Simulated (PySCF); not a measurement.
BGeH9Si2.
Numbering: `[BH2:1][Si@H:2]([SiH3:3])[GeH3:4]` (hydrogens: H5, H6 on B1; H7 on Si2; H8, H9, H10 on Si3; H11, H12, H13 on Ge4)

Method: PBE0-D3(BJ)/def2-SVP geometry optimisation, gas phase (PySCF 2.14.0); density fitting, grid level 1; the optimiser is geomeTRIC in internal coordinates, started from a GFN2-xTB structure with every atom displaced at random (about 0.01 Å).

Step 0: E = -73067.6917 eV
```
atom  x, y, z in Å  |  force x, y, z in eV/Å
B1      0.2662    2.0220    0.9184   -0.379   0.883  -0.393
Si2     0.3408    0.5812   -0.3540    0.429  -1.087  -0.694
Si3    -1.4090   -0.9759   -0.1698    0.572   0.039   0.608
Ge4     2.3818   -0.6416   -0.0427   -1.030  -0.471   0.524
H5      0.0850    3.1535    0.5769    0.064   0.301  -0.155
H6      0.3281    1.8428    2.0608    0.141  -0.340   1.301
H7      0.4202    0.9658   -1.7820   -0.115   0.214  -0.326
H8     -1.2599   -2.0742   -1.1203    0.151  -0.407  -0.533
H9     -2.6997   -0.3467   -0.3626   -0.791   0.464  -0.219
H10    -1.4315   -1.5754    1.1855    0.086  -0.059   0.278
H11     2.5022   -1.2946    1.3193   -0.184  -0.083   0.604
H12     2.5599   -1.8052   -0.9653   -0.186  -0.619  -0.769
H13     3.6211    0.1168   -0.1886    1.242   1.165  -0.227
```

Step 1: E = -73067.9679 eV
```
atom  x, y, z in Å  |  force x, y, z in eV/Å
B1      0.2407    2.0247    0.8943    0.106  -0.027   0.131
Si2     0.3841    0.5629   -0.4505   -0.108   0.006   0.139
Si3    -1.3651   -0.9768   -0.1233   -0.031   0.048  -0.150
Ge4     2.3591   -0.7020   -0.0139    0.658   0.032  -0.126
H5      0.1435    3.1820    0.5772   -0.041   0.102  -0.022
H6      0.2781    1.7656    2.0784   -0.039  -0.031  -0.089
H7      0.3947    1.0177   -1.8780    0.001  -0.055  -0.006
H8     -1.1901   -2.0613   -1.1414   -0.071  -0.022   0.055
H9     -2.7037   -0.3309   -0.3190    0.047  -0.054   0.013
H10    -1.3054   -1.5663    1.2495    0.032   0.023  -0.011
H11     2.3532   -1.3254    1.4130   -0.041   0.150  -0.260
H12     2.4861   -1.8575   -1.0604   -0.016   0.269   0.252
H13     3.6301    0.2356   -0.1503   -0.497  -0.441   0.072
```

Task: Estimate the geometry and energy of step 2. (The exact step hangs on the optimiser's Hessian estimate; all steps are aligned on step 1, rigid shifts and turns removed.)

Result: E = -73067.9982 eV, largest force 0.199 eV/Å
```
atom  x, y, z in Å  |  force x, y, z in eV/Å
B1      0.2450    2.0268    0.8965   -0.005   0.033   0.046
Si2     0.3875    0.5642   -0.4510   -0.028   0.002   0.059
Si3    -1.3657   -0.9736   -0.1320    0.018   0.022  -0.067
Ge4     2.3740   -0.6972   -0.0229    0.166   0.077  -0.078
H5      0.1339    3.1923    0.5977    0.006  -0.011  -0.020
H6      0.2668    1.7493    2.0737   -0.003  -0.030  -0.011
H7      0.3977    1.0095   -1.8809   -0.002  -0.018  -0.016
H8     -1.2140   -2.0763   -1.1319   -0.028  -0.014   0.019
H9     -2.7042   -0.3335   -0.3196    0.001  -0.005   0.002
H10    -1.2936   -1.5482    1.2454    0.015   0.005   0.016
H11     2.3482   -1.3000    1.3921   -0.035   0.008   0.031
H12     2.4999   -1.8459   -1.0437   -0.012   0.011   0.007
H13     3.6296    0.2009   -0.1478   -0.092  -0.080   0.012
```

The energy changes by -0.0303 eV. The first-order estimate −F·Δx gives -0.0515 eV and the mean of the old and new forces, exact on a quadratic surface, -0.0299 eV. The step makes an angle of 53° with the force vector and moves no atom by more than 0.035 Å.

What follows is the cost of the whole optimisation. The run took 51 s wall on one thread, Arm Neoverse V1 (aarch64), shared host with 32 logical CPUs at a one-minute load of 16, and the process peaked at 0.54 GiB of memory.
